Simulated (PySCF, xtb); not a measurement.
ZrI₃, SMILES [I][Zr]([I])[I] (connectivity only; charge and spin as stated), neutral, multiplicity 2.

Harmonic wavenumbers (cm⁻¹) from GFN2-xTB (xtb) at its own minimum, in rising order: 35, 36, 37, 207, 269, 269.

Question: What does PBE-D3(BJ)/def2-SVP (PySCF) give at its own minimum? (An estimate is asked for; the answer gives what the named calculation found.)

Answer: 36, 38, 38, 154, 261, 261. Paired by order, the mean absolute difference is 12 cm⁻¹ and the zero-point energies are 1.2 and 1.1 kcal/mol.
